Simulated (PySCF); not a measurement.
**Fractional electron number in Ga⁻ (gallium, charge -1)**

The 4p alpha orbital of [Ar] 3d10 4s2 4p2 is emptied in steps (occupation f), with all orbitals relaxed, ending at [Ar] 3d10 4s2 4p1. All numbers are calculated (PySCF 2.14, the spin-free X2C one-electron Hamiltonian (Gaussian nucleus), in aug-cc-pVTZ-DK (7s6p4d2f, 59 functions)). The exact energy is a straight line in f; departures are measured from the line between the end points of the same method.

```tsv
f	LDA (eV)	PBE (eV)	PBE0 (eV)	r2SCAN (eV)	LC-wPBE (eV)	BHandHLYP (eV)	wB97X (eV)	CAM-B3LYP (eV)	HSE06 (eV)
1	0.000	0.000	0.000	0.000	0.000	0.000	0.000	0.000	0.000
0.75	-0.389	-0.379	-0.265	-0.362	0.066	-0.158	0.034	-0.110	-0.331
0.5	-0.544	-0.527	-0.364	-0.493	0.084	-0.218	0.035	-0.154	-0.454
0.25	-0.426	-0.410	-0.279	-0.374	0.061	-0.169	0.020	-0.121	-0.349
0	0.000	0.000	0.000	0.000	0.000	0.000	0.000	0.000	0.000
```

```tsv
method	E(f=0) − E(f=1) (eV)	−ε at f=1 (eV)	−ε at f=0.5 (eV)
LDA	0.539	-1.437	0.439
PBE	0.440	-1.491	0.357
PBE0	0.389	-0.975	0.349
r2SCAN	0.475	-1.397	0.442
LC-wPBE	0.296	0.687	0.283
BHandHLYP	0.180	-0.620	0.149
wB97X	0.081	0.317	0.046
CAM-B3LYP	0.266	-0.281	0.237
HSE06	0.409	-1.298	0.358
```

Orbital energy along the path (eV):

```json
{"f": "1", "LDA": "1.437", "PBE": "1.491", "PBE0": "0.975", "r2SCAN": "1.397", "LC-wPBE": "-0.687", "BHandHLYP": "0.620", "wB97X": "-0.317", "CAM-B3LYP": "0.281", "HSE06": "1.298"}
{"f": "0.75", "LDA": "0.574", "PBE": "0.638", "PBE0": "0.352", "r2SCAN": "0.528", "LC-wPBE": "-0.453", "BHandHLYP": "0.268", "wB97X": "-0.135", "CAM-B3LYP": "0.053", "HSE06": "0.514"}
{"f": "0.5", "LDA": "-0.439", "PBE": "-0.357", "PBE0": "-0.349", "r2SCAN": "-0.442", "LC-wPBE": "-0.283", "BHandHLYP": "-0.149", "wB97X": "-0.046", "CAM-B3LYP": "-0.237", "HSE06": "-0.358"}
{"f": "0.25", "LDA": "-1.609", "PBE": "-1.480", "PBE0": "-1.111", "r2SCAN": "-1.461", "LC-wPBE": "-0.128", "BHandHLYP": "-0.611", "wB97X": "-0.008", "CAM-B3LYP": "-0.569", "HSE06": "-1.309"}
{"f": "0", "LDA": "-2.883", "PBE": "-2.686", "PBE0": "-1.901", "r2SCAN": "-2.473", "LC-wPBE": "0.021", "BHandHLYP": "-1.103", "wB97X": "0.011", "CAM-B3LYP": "-0.932", "HSE06": "-2.301"}
```

At f = 1 the orbital energy is positive for LDA, PBE, PBE0, r2SCAN, BHandHLYP, CAM-B3LYP, HSE06: only the finite basis holds the electron.

Reference removal energy between the ground levels: 0.301 eV (measured; photodetachment measurements, as compiled on the Wikipedia data page of electron affinities). The calculation has no spin-orbit coupling.
